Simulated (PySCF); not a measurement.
Calculation: CAM-B3LYP-D3(BJ)/def2-TZVP in PySCF. Isolated molecules, 0 K electronic values unless said otherwise. Delta-SCF ions had no search for a lower state. 

Reference species (SMILES): `IB(I)I` (neutral, multiplicity 1).

| Item | Value |
|---|---|
| HOMO | -8.60 eV |
| HOMO–LUMO gap | 7.16 eV |
| vertical ionisation energy (Delta-SCF) | 9.42 eV |

Changed species: `B` (3 of 3 I replaced by H; the reference has 0 of 3 I replaced by H).

Task: What does the change do to the HOMO, HOMO–LUMO gap and vertical ionisation energy (Delta-SCF)?

Result: the HOMO drops by 2.86 eV, to -11.46 eV; the HOMO–LUMO gap rises by 3.42 eV, to 10.58 eV; the vertical ionisation energy (Delta-SCF) increases by 3.77 eV, to 13.19 eV.
